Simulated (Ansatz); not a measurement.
Reaction (ligand exchange at the Si–C bond): `FBC[SiH3]` + `OC(O)[SiH3]` → `OC([SiH3])O[SiH3]` + `CBF`

Computed with Ansatz on PBE0-D4/def2-TZVP structures; ΔE is electronic, products minus reactants. CCSD(T)/CBS adds triple-zeta CCSD(T) − MP2 to the extrapolated MP2 energy (def2 sets, frozen cores). This one scheme is used for every species. Functionals use def2-TZVPP. Each species was taken in one conformer, which may not be the lowest.

| level | ΔE (eV) |
| --- | --- |
| B2PLYP | -0.83 |
| CCSD/def2-TZVPP | -0.81 |

What does CCSD(T)/CBS give? (Best estimate.)

Ansatz gave: -0.79 eV. The listed levels differ from it by -0.04, -0.02 eV.

Largest T1 diagnostic among the species: 0.013.

In def2-TZVPP, CCSD(T) changes the Hartree–Fock value by +0.15 eV (the triples alone add +0.02 eV) and MP2 by +0.14 eV.
